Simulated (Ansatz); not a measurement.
`C#Cc1ccc(C#Cc2ccc(C#Cc3ccc(C#Cc4ccc(C#Cc5ccc(C#Cc6ccc(C#Cc7ccc(C#Cc8ccc(C#Cc9ccccc9)cc8)cc7)cc6)cc5)cc4)cc3)cc2)cc1`. The state is a singlet with charge 0. Geometry PBE-D4/def2-SVP.

Cartesian coordinates in Å:
```
C 28.282 11.106 -5.763
C 27.119 10.726 -5.667
C 25.767 10.285 -5.556
C 24.699 11.219 -5.540
C 23.378 10.788 -5.429
C 23.070 9.405 -5.329
C 21.725 8.964 -5.214
C 20.557 8.581 -5.110
C 19.215 8.135 -4.984
C 18.151 9.063 -4.812
C 16.837 8.623 -4.677
C 16.525 7.237 -4.711
C 15.188 6.786 -4.562
C 14.028 6.387 -4.420
C 12.700 5.920 -4.243
C 12.374 4.555 -4.471
C 11.076 4.090 -4.280
C 10.044 4.966 -3.845
C 8.729 4.483 -3.622
C 7.592 4.051 -3.410
C 6.295 3.541 -3.144
C 5.923 2.237 -3.570
C 4.660 1.726 -3.286
C 3.711 2.492 -2.555
C 2.437 1.957 -2.234
C 1.339 1.480 -1.933
C 0.088 0.922 -1.561
C -0.734 1.561 -0.593
C -1.945 0.998 -0.202
C -2.395 -0.228 -0.765
C -3.617 -0.814 -0.345
C -4.671 -1.330 0.038
C -5.871 -1.928 0.501
C -6.532 -1.429 1.657
C -7.697 -2.028 2.128
C -8.260 -3.150 1.462
C -9.440 -3.767 1.954
C -10.460 -4.303 2.395
C -11.626 -4.921 2.917
C -12.113 -4.577 4.208
C -13.250 -5.188 4.728
C -13.958 -6.168 3.980
C -15.116 -6.791 4.514
C -16.121 -7.331 4.986
C -17.273 -7.950 5.536
C -18.105 -8.784 4.740
C -19.237 -9.389 5.282
C -19.587 -9.191 6.646
C -20.740 -9.808 7.199
C -21.741 -10.343 7.682
C -22.895 -10.959 8.240
C -23.169 -10.857 9.630
C -24.305 -11.465 10.174
C -25.190 -12.183 9.351
C -24.929 -12.292 7.975
C -23.796 -11.689 7.420
C -18.754 -8.358 7.441
C -17.625 -7.750 6.899
C -13.475 -6.508 2.687
C -12.334 -5.901 2.169
C -7.607 -3.642 0.299
C -6.439 -3.047 -0.169
C -1.581 -0.858 -1.745
C -0.366 -0.298 -2.132
C 4.078 3.801 -2.140
C 5.339 4.315 -2.430
C 10.369 6.332 -3.623
C 11.666 6.799 -3.821
C 17.588 6.310 -4.889
C 18.903 6.749 -5.020
C 24.142 8.471 -5.345
C 25.462 8.903 -5.455
H 29.307 11.439 -5.847
H 24.926 12.292 -5.618
H 22.557 11.520 -5.418
H 18.380 10.138 -4.784
H 16.023 9.350 -4.541
H 13.165 3.866 -4.801
H 10.836 3.031 -4.457
H 6.652 1.631 -4.128
H 4.386 0.714 -3.616
H -0.395 2.507 -0.147
H -2.568 1.497 0.555
H -6.104 -0.563 2.182
H -8.194 -1.636 3.027
H -11.574 -3.820 4.796
H -13.615 -4.917 5.729
H -17.844 -8.946 3.684
H -19.874 -10.030 4.656
H -22.473 -10.294 10.270
H -24.504 -11.378 11.254
H -26.082 -12.659 9.784
H -25.620 -12.852 7.326
H -23.588 -11.771 6.343
H -19.015 -8.198 8.498
H -16.989 -7.107 7.525
H -14.014 -7.264 2.098
H -11.968 -6.175 1.169
H -8.035 -4.508 -0.226
H -5.939 -3.441 -1.066
H -1.920 -1.805 -2.191
H 0.259 -0.799 -2.885
H 3.351 4.406 -1.578
H 5.613 5.327 -2.099
H 9.579 7.021 -3.289
H 11.905 7.857 -3.644
H 17.360 5.235 -4.917
H 19.718 6.022 -5.152
H 23.916 7.398 -5.268
H 26.284 8.172 -5.465
```

Single mean-field runs in def2-SVP are fitted with def2-universal-jkfit.

(1) Estimate the orbital energies around the gap (eV) in Ansatz with PBE-D4/def2-SVP, r2SCAN-D4/def2-SVP, PBE0-D4/def2-SVP.

Answers

(1) 
| orbital | PBE-D4/def2-SVP | r2SCAN-D4/def2-SVP | PBE0-D4/def2-SVP |
| --- | --- | --- | --- |
| HOMO−5 | -6.13 | -6.37 | -7.11 |
| HOMO−4 | -5.85 | -6.07 | -6.77 |
| HOMO−3 | -5.57 | -5.78 | -6.44 |
| HOMO−2 | -5.30 | -5.49 | -6.13 |
| HOMO−1 | -5.08 | -5.25 | -5.86 |
| HOMO | -4.92 | -5.09 | -5.69 |
| LUMO | -3.20 | -3.22 | -2.66 |
| LUMO+1 | -3.01 | -3.02 | -2.44 |
| LUMO+2 | -2.75 | -2.74 | -2.14 |
| LUMO+3 | -2.44 | -2.41 | -1.78 |
| LUMO+4 | -2.11 | -2.06 | -1.40 |
| LUMO+5 | -1.77 | -1.70 | -1.00 |
